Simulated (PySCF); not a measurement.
Cards and structures have been mixed up. Pair them.

Structures:
1. `c1c(c(cc(c1)F)C)C#[O+]`
2. `[SiH2]1[SiH2][C@H](Cl)C[SiH2]1`
3. `CP1C=CC(F)C=C1`
4. `N#CC1=NC1`

Card P (geometry GFN2-xTB):
- Rotational constants A, B, C: 4.033, 1.157, 0.988 GHz
- Static isotropic polarisability (wB97X-D/def2-SVPD): 93.1 au
- Lowest triplet excitation (Tamm–Dancoff) (TDA wB97X-D/def2-SVPD): 4.14 eV
- HOMO energy (wB97X-D/def2-SVPD): -8.38 eV
- Point group: Cs
- Isotropic shieldings of nuclei other than C and H, by class (GIAO PBE0/pcSseg-1): 386 (1 F), 395 (1 P) ppm
- 13C chemical shifts (computed TMS as zero) by class (GIAO PBE0/pcSseg-1): 140.3 (2 C), 137.8 (2 C), 91.4 (1 C), 13.2 (1 C) ppm

Card Q (geometry GFN2-xTB):
- Rotational constants A, B, C: 1.751, 1.403, 1.053 GHz
- Static isotropic polarisability (wB97X-D/def2-SVPD): 117.8 au
- Dipole moment (wB97X-D/def2-SVPD): 1.71 D
- Lowest triplet excitation (Tamm–Dancoff) (TDA wB97X-D/def2-SVPD): 5.57 eV
- Point group: C1

Card R (geometry GFN2-xTB):
* Rotational constants A, B, C: 2.813, 0.926, 0.700 GHz
* Static isotropic polarisability (PBE0/def2-SVPD): 91.6 au
* Point group: Cs
* HOMO energy (PBE0/def2-SVPD): -12.83 eV
* Isotropic shieldings of nuclei other than C and H, by class (GIAO PBE0/pcSseg-1): -65 (1 O), 206 (1 F) ppm
* Lowest singlet excitation (TDDFT PBE0/def2-SVPD): 4.18 eV (297 nm, f = 0.065)
* Lowest triplet excitation (Tamm–Dancoff) (TDA PBE0/def2-SVPD): 3.13 eV

Card S (geometry PBE0-D3(BJ)/def2-SVP):
* Rotational constants A, B, C: 26.981, 3.368, 3.058 GHz
* Point group: Cs
* Dipole moment (PBE0-D3(BJ)/def2-SVP): 2.64 D

Species are written as SMILES; each is one conformer at its optimised geometry, gas phase, non-relativistic unless stated. Electronic properties by PySCF. NMR classes are plain means over equivalent atoms (diastereotopic ones count apart unless rotation or inversion swaps them), as if these changed places fast.

Which card belongs to which structure?

P = 3, Q = 2, R = 1, S = 4. What ties each card to its structure:
- 1 (card R), [C8H6FO]+, monoisotopic mass 137.0 u, 10 heavy atoms: a HOMO at -12.83 eV for the only species of charge +1; an asymmetric top with C = 0.700 GHz, the lowest such constant on the cards; polarisability 91.6 au for 70 electrons.
- 2 (card Q), C2H9ClSi3, monoisotopic mass 152.0 u, 6 heavy atoms: point group C1; an asymmetric top with C = 1.053 GHz; polarisability 117.8 au for 80 electrons; dipole 1.71 D.
- 3 (card P), C6H8FP, monoisotopic mass 130.0 u, 8 heavy atoms: 6 C in 4 classes; the least shielded carbon (140.3 ppm) is an alkene CH carbon; an asymmetric top with C = 0.988 GHz; polarisability 93.1 au for 68 electrons.
- 4 (card S), C3H2N2, monoisotopic mass 66.0 u, 5 heavy atoms: an asymmetric top with C = 3.058 GHz, the highest such constant on the cards; dipole 2.64 D.
